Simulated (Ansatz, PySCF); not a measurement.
Breaking a bond: Cu2, singlet.

- RKS-PBE = restricted PBE/def2-SVP (Ansatz, a quantum-chemistry and plane-wave program)
- UKS-PBE = Ansatz with unrestricted PBE/def2-SVP
- RKS-B3LYP = restricted B3LYP/def2-SVP in PySCF
- UCCSD(T) = CCSD(T) on UHF/def2-SVP, 10 core orbitals frozen run with PySCF

Energies relative to the lowest point of each curve near equilibrium, in kJ/mol; the last columns give the difference from UCCSD(T):

```json
[
 {"R / Å": "1.71", "RKS-PBE": "254.2", "UKS-PBE": "254.2", "RKS-B3LYP": "265.1", "UCCSD(T)": "287.6", "RKS-PBE − UCCSD(T)": "-33.4", "UKS-PBE − UCCSD(T)": "-33.4", "RKS-B3LYP − UCCSD(T)": "-22.4"},
 {"R / Å": "1.81", "RKS-PBE": "133.2", "UKS-PBE": "133.2", "RKS-B3LYP": "142.2", "UCCSD(T)": "163.1", "RKS-PBE − UCCSD(T)": "-29.8", "UKS-PBE − UCCSD(T)": "-29.8", "RKS-B3LYP − UCCSD(T)": "-20.8"},
 {"R / Å": "1.93", "RKS-PBE": "51.6", "UKS-PBE": "51.6", "RKS-B3LYP": "58.1", "UCCSD(T)": "73.8", "RKS-PBE − UCCSD(T)": "-22.2", "UKS-PBE − UCCSD(T)": "-22.2", "RKS-B3LYP − UCCSD(T)": "-15.8"},
 {"R / Å": "2.07", "RKS-PBE": "9.6", "UKS-PBE": "9.6", "RKS-B3LYP": "12.8", "UCCSD(T)": "20.8", "RKS-PBE − UCCSD(T)": "-11.1", "UKS-PBE − UCCSD(T)": "-11.1", "RKS-B3LYP − UCCSD(T)": "-8.0"},
 {"R / Å": "2.15", "RKS-PBE": "1.3", "UKS-PBE": "1.3", "RKS-B3LYP": "2.6", "UCCSD(T)": "6.6", "RKS-PBE − UCCSD(T)": "-5.3", "UKS-PBE − UCCSD(T)": "-5.3", "RKS-B3LYP − UCCSD(T)": "-4.1"},
 {"R / Å": "2.20", "RKS-PBE": "0.0", "UKS-PBE": "0.0", "RKS-B3LYP": "0.0", "UCCSD(T)": "2.1", "RKS-PBE − UCCSD(T)": "-2.1", "UKS-PBE − UCCSD(T)": "-2.1", "RKS-B3LYP − UCCSD(T)": "-2.1"},
 {"R / Å": "2.28", "RKS-PBE": "2.4", "UKS-PBE": "2.4", "RKS-B3LYP": "0.4", "UCCSD(T)": "0.0", "RKS-PBE − UCCSD(T)": "2.4", "UKS-PBE − UCCSD(T)": "2.4", "RKS-B3LYP − UCCSD(T)": "0.4"},
 {"R / Å": "2.33", "RKS-PBE": "6.0", "UKS-PBE": "6.0", "RKS-B3LYP": "2.8", "UCCSD(T)": "1.2", "RKS-PBE − UCCSD(T)": "4.8", "UKS-PBE − UCCSD(T)": "4.8", "RKS-B3LYP − UCCSD(T)": "1.6"},
 {"R / Å": "2.44", "RKS-PBE": "17.8", "UKS-PBE": "17.8", "RKS-B3LYP": "12.0", "UCCSD(T)": "8.6", "RKS-PBE − UCCSD(T)": "9.3", "UKS-PBE − UCCSD(T)": "9.3", "RKS-B3LYP − UCCSD(T)": "3.5"},
 {"R / Å": "2.49", "RKS-PBE": "24.4", "UKS-PBE": "24.4", "RKS-B3LYP": "17.5", "UCCSD(T)": "13.4", "RKS-PBE − UCCSD(T)": "11.0", "UKS-PBE − UCCSD(T)": "11.0", "RKS-B3LYP − UCCSD(T)": "4.0"},
 {"R / Å": "2.65", "RKS-PBE": "48.2", "UKS-PBE": "48.2", "RKS-B3LYP": "37.9", "UCCSD(T)": "32.9", "RKS-PBE − UCCSD(T)": "15.3", "UKS-PBE − UCCSD(T)": "15.3", "RKS-B3LYP − UCCSD(T)": "5.0"},
 {"R / Å": "2.81", "RKS-PBE": "73.4", "UKS-PBE": "73.4", "RKS-B3LYP": "60.4", "UCCSD(T)": "54.9", "RKS-PBE − UCCSD(T)": "18.5", "UKS-PBE − UCCSD(T)": "18.5", "RKS-B3LYP − UCCSD(T)": "5.5"},
 {"R / Å": "3.07", "RKS-PBE": "113.3", "UKS-PBE": "113.3", "RKS-B3LYP": "96.9", "UCCSD(T)": "90.8", "RKS-PBE − UCCSD(T)": "22.5", "UKS-PBE − UCCSD(T)": "22.5", "RKS-B3LYP − UCCSD(T)": "6.1"},
 {"R / Å": "3.42", "RKS-PBE": "159.6", "UKS-PBE": "159.6", "RKS-B3LYP": "140.6", "UCCSD(T)": "131.9", "RKS-PBE − UCCSD(T)": "27.6", "UKS-PBE − UCCSD(T)": "27.6", "RKS-B3LYP − UCCSD(T)": "8.7"},
 {"R / Å": "3.73", "RKS-PBE": "191.7", "UKS-PBE": "191.7", "RKS-B3LYP": "171.8", "UCCSD(T)": "157.5", "RKS-PBE − UCCSD(T)": "34.1", "UKS-PBE − UCCSD(T)": "34.1", "RKS-B3LYP − UCCSD(T)": "14.2"},
 {"R / Å": "4.12", "RKS-PBE": "221.5", "UKS-PBE": "219.2", "RKS-B3LYP": "201.6", "UCCSD(T)": "174.6", "RKS-PBE − UCCSD(T)": "46.9", "UKS-PBE − UCCSD(T)": "44.6", "RKS-B3LYP − UCCSD(T)": "27.0"},
 {"R / Å": "4.56", "RKS-PBE": "244.9", "UKS-PBE": "235.6", "RKS-B3LYP": "225.8", "UCCSD(T)": "181.7", "RKS-PBE − UCCSD(T)": "63.2", "UKS-PBE − UCCSD(T)": "53.9", "RKS-B3LYP − UCCSD(T)": "44.1"},
 {"R / Å": "5.03", "RKS-PBE": "262.1", "UKS-PBE": "243.5", "RKS-B3LYP": "244.2", "UCCSD(T)": "184.3", "RKS-PBE − UCCSD(T)": "77.8", "UKS-PBE − UCCSD(T)": "59.2", "RKS-B3LYP − UCCSD(T)": "59.9"},
 {"R / Å": "5.64", "RKS-PBE": "276.1", "UKS-PBE": "247.0", "RKS-B3LYP": "260.4", "UCCSD(T)": "185.6", "RKS-PBE − UCCSD(T)": "90.6", "UKS-PBE − UCCSD(T)": "61.4", "RKS-B3LYP − UCCSD(T)": "74.8"},
 {"R / Å": "6.23", "RKS-PBE": "283.9", "UKS-PBE": "248.0", "RKS-B3LYP": "270.3", "UCCSD(T)": "186.1", "RKS-PBE − UCCSD(T)": "97.8", "UKS-PBE − UCCSD(T)": "61.9", "RKS-B3LYP − UCCSD(T)": "84.2"},
 {"R / Å": "6.84", "RKS-PBE": "288.3", "UKS-PBE": "248.3", "RKS-B3LYP": "276.8", "UCCSD(T)": "186.3", "RKS-PBE − UCCSD(T)": "101.9", "UKS-PBE − UCCSD(T)": "61.9", "RKS-B3LYP − UCCSD(T)": "90.5"},
 {"R / Å": "8.02", "RKS-PBE": "291.7", "UKS-PBE": "248.4", "RKS-B3LYP": "283.5", "UCCSD(T)": "186.5", "RKS-PBE − UCCSD(T)": "105.2", "UKS-PBE − UCCSD(T)": "61.9", "RKS-B3LYP − UCCSD(T)": "97.0"},
 {"R / Å": "9.17", "RKS-PBE": "292.6", "UKS-PBE": "248.4", "RKS-B3LYP": "286.8", "UCCSD(T)": "186.5", "RKS-PBE − UCCSD(T)": "106.0", "UKS-PBE − UCCSD(T)": "61.9", "RKS-B3LYP − UCCSD(T)": "100.3"}
]
```

RKS-PBE is furthest from UCCSD(T) at 9.17 (106.0 kJ/mol, above); its mean absolute difference over the points is 40.8 kJ/mol.

UKS-PBE is furthest from UCCSD(T) at 6.84 (61.9 kJ/mol, above); its mean absolute difference over the points is 31.1 kJ/mol.

RKS-B3LYP is furthest from UCCSD(T) at 9.17 (100.3 kJ/mol, above); its mean absolute difference over the points is 30.4 kJ/mol.

The restricted form behind RKS-PBE, RKS-B3LYP keeps the bonding electrons paired and can't separate into open-shell fragments. The unrestricted determinant behind UKS-PBE is spin-contaminated at 4.12 to 9.17 Å (<S²> up to 1.0, against 0.00 for a pure singlet). The unrestricted determinant behind UCCSD(T) is spin-contaminated at 2.44 to 9.17 Å (<S²> up to 1.0, against 0.00 for a pure singlet).
